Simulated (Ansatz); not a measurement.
One change: `O[SiH](O)[SiH](F)F` becomes `O[SiH](O)[SiH2]F`.

Ansatz, PBE0-D4/def2-TZVP geometries, multiplicity 1. Each molecule was computed in one conformer, which needn't be the lowest.

```csv
property,`O[SiH](O)[SiH](F)F`
size of the dipole moment (ωB97M-V/def2-TZVPP) / D,3.08
LUMO energy (B3LYP/def2-TZVPP) / eV,-0.73
HOMO–LUMO gap (PBE/def2-TZVPP) / eV,5.35
size of the dipole moment (B3LYP/def2-TZVPP) / D,3.06
LUMO energy (ωB97M-V/def2-TZVPP) / eV,1.18
HOMO–LUMO gap (B3LYP/def2-TZVPP) / eV,7.13
```

Q: What does the change do to each property? (An estimate is asked.)

A: Computed: 
```json
{"property": "size of the dipole moment (ωB97M-V/def2-TZVPP) / D", "`O[SiH](O)[SiH2]F`": "1.33", "shift": "-1.75"}
{"property": "LUMO energy (B3LYP/def2-TZVPP) / eV", "`O[SiH](O)[SiH2]F`": "-1.06", "shift": "-0.33"}
{"property": "HOMO–LUMO gap (PBE/def2-TZVPP) / eV", "`O[SiH](O)[SiH2]F`": "4.99", "shift": "-0.36"}
{"property": "size of the dipole moment (B3LYP/def2-TZVPP) / D", "`O[SiH](O)[SiH2]F`": "1.33", "shift": "-1.73"}
{"property": "LUMO energy (ωB97M-V/def2-TZVPP) / eV", "`O[SiH](O)[SiH2]F`": "0.89", "shift": "-0.29"}
{"property": "HOMO–LUMO gap (B3LYP/def2-TZVPP) / eV", "`O[SiH](O)[SiH2]F`": "6.73", "shift": "-0.40"}
```

With PBE0 the HOMO rises by 0.06 eV and the LUMO falls by 0.34 eV, so the gap narrows by about 0.40 eV. PBE moves the HOMO by 0.00 eV and ωB97M-V by 0.08 eV. Dipoles are sizes alone; their direction can turn.

Positive LUMOs are unbound, so they and the gaps depend on the basis.

B3LYP here is the variant with VWN-RPA as its local correlation; programs differ in this.
